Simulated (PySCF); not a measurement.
## TlC at PBE0

Computed with PBE0; basis Tl cc-pVDZ-PP with ECP60, C cc-pVDZ; scalar-relativistic core potentials; PySCF 2.14.

```json
{"state": "⁴Σ⁻ (quartet), unpaired electrons σ ↑, π ↑↑", "bond length": "2.292 Å", "harmonic wavenumber": "427 cm⁻¹", "force constant": "1.22 mdyn/Å", "rotational constant Be": "0.2830 cm⁻¹", "anharmonicity ωexe": "2.05 cm⁻¹", "vibration–rotation constant αe": "0.00209 cm⁻¹", "well depth De to Tl + C": "2.71 eV", "dissociation energy D0": "2.68 eV", "bond order (Mayer)": "1.12", "dipole moment (positive dipole means Tl(−)C(+))": "-3.14 D"}
```

These are scalar-relativistic numbers at best; spin–orbit coupling would shift them, the dissociation energy most. The state is the lowest determinant that a PBE0 search found; another state may lie lower at other levels.
